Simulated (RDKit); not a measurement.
A run for RDKit: UFF on H3NSeTe (SMILES N[Te][SeH]), a point of a torsion scan.

```python
from rdkit import Chem
from rdkit.Chem import AllChem, rdDetermineBonds

blocks = [
'''6

N    -1.15449579    0.12459747   -0.09442719
Te    0.10973868   -0.92460978    1.09604712
Se    2.04006382   -0.47342941   -0.48703621
H    -1.91291521   -0.44269435   -0.44490183
H    -1.55650064    0.92098802    0.37883424
H     2.97155127   -1.21032769    0.33015543
''',
]
mol = None
for b in blocks:
    f = Chem.MolFromXYZBlock(b)
    rdDetermineBonds.DetermineBonds(f, charge=0)
    mol = f if mol is None else Chem.CombineMols(mol, f)
Chem.SanitizeMol(mol)
print(Chem.MolToSmiles(Chem.RemoveHs(mol)))
ff = AllChem.UFFGetMoleculeForceField(mol, vdwThresh=100.0, ignoreInterfragInteractions=False)
e = ff.CalcEnergy()
print(f'UFF energy {e:.6f} kcal/mol')
```

Program output:

```
N[Te][SeH]
UFF energy 11.822230 kcal/mol
```

The run finished.

Cost: roughly 0.020 core-seconds.
